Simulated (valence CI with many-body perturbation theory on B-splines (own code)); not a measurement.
Te29+: fill in the table

Computed by configuration interaction combined with many-body perturbation theory (CI+MBPT): five valence electrons over a frozen Dirac-Fock core [Ar], a basis of 7 s, 7 p, 8 d, 6 f, 4 g, 1 h functions for each j, with the one-electron correlation potential Σ1, the two-electron term Σ2, the three-electron term Σ3, Breit, model QED; selected CI, second order for the rest, scaled by the run's own slope (own B-spline code, finite nucleus).

The last digits are not significant, and no measured levels were compared; by estimate large intervals hold to a few tenths of a per cent, small ones and those within an open d or f shell to about a per cent. Only levels of the ground parity were solved; by the run's estimate the other parity begins above the list, which can be wrong where configurations are misplaced.

```
                      Level  E (eV)
  (3d3/2^4 3d5/2) J=5/2 [a]   0.000
  (3d3/2^4 3d5/2) J=5/2 [b]  10.798
(3d3/2^3 3d5/2^2) J=7/2 [a]  16.925
    (3d3/2^3 3d5/2^2) J=3/2       ?
   (3d3/2^3 3d5/2^2) J=11/2  17.814
    (3d3/2^3 3d5/2^2) J=9/2       ?
(3d3/2^3 3d5/2^2) J=5/2 [a]  19.605
    (3d3/2^3 3d5/2^2) J=1/2  20.910
(3d3/2^3 3d5/2^2) J=7/2 [b]  24.493
(3d3/2^3 3d5/2^2) J=5/2 [b]  25.428
(3d3/2^2 3d5/2^3) J=7/2 [a]  27.996
   (3d3/2^2 3d5/2^3) J=11/2  28.232
(3d3/2^2 3d5/2^3) J=3/2 [a]  29.153
(3d3/2^2 3d5/2^3) J=1/2 [a]       ?
(3d3/2^2 3d5/2^3) J=9/2 [a]       ?
(3d3/2^2 3d5/2^3) J=3/2 [b]  30.923
   (3d3/2^2 3d5/2^3) J=13/2  31.109
(3d3/2^2 3d5/2^3) J=5/2 [a]  32.858
(3d3/2^2 3d5/2^3) J=9/2 [b]       ?
(3d3/2^2 3d5/2^3) J=7/2 [b]       ?
```

Levels are named by their leading jj configuration (3d3/2^4 stands for four electrons in 3d with j = 3/2), which in mixed levels can hold well under half, so a name can repeat and another be missing. Letters in brackets count levels of one name in rising energy.

(1) The levels stand in rising order. What does the calculation give for the missing energies?

## Answers

(1) (3d3/2^3 3d5/2^2) J=3/2 17.473; (3d3/2^3 3d5/2^2) J=9/2 19.529; (3d3/2^2 3d5/2^3) J=1/2 [a] 29.670; (3d3/2^2 3d5/2^3) J=9/2 [a] 30.149; (3d3/2^2 3d5/2^3) J=9/2 [b] 36.041; (3d3/2^2 3d5/2^3) J=7/2 [b] 37.502.
